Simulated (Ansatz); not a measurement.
Mg3Te3⁺. The state is a doublet with charge 1. Geometry PBE0-D4/def2-SVP, that of the neutral singlet; atoms count from 1.

Cartesian coordinates in Å:
```
Mg -1.2195 1.3873 -0.6634
Mg -0.1530 -1.8431 -0.6568
Mg 1.3671 0.4540 1.3167
Te -2.0757 -0.6895 -2.0208
Te 0.2304 2.7996 1.0071
Te 1.8508 -2.1084 1.0171
```

In the def2 sets Te takes a core potential; there is no spin–orbit coupling. The structure comes from a short search, and lower isomers may exist.

Question: Estimate the Mulliken populations from the PBE0/def2-TZVP orbitals of Ansatz.

Answer: 
| atom | charge (e) | spin (α − β) |
| --- | --- | --- |
| Mg1 | 0.57 | 0.02 |
| Mg2 | 0.57 | -0.05 |
| Mg3 | 0.57 | -0.04 |
| Te4 | -0.26 | 0.28 |
| Te5 | -0.26 | 0.28 |
| Te6 | -0.20 | 0.52 |
Mulliken values depend strongly on the basis.

Question: Where does the spin sit?

Answer: Summed by element: Mg -0.07, Te 1.07, of 1 unpaired in all. Largest on single atoms: Te6 0.52, Te4 0.28, Te5 0.28.

Question: And the Mayer bond orders between heavy atoms (over 0.3)?

Answer: Mg1–Te4 0.95 (2.62 Å); Mg1–Te5 0.95 (2.62 Å); Mg2–Te4 1.04 (2.62 Å); Mg2–Te6 0.91 (2.62 Å); Mg3–Te5 1.04 (2.62 Å); Mg3–Te6 0.91 (2.62 Å).
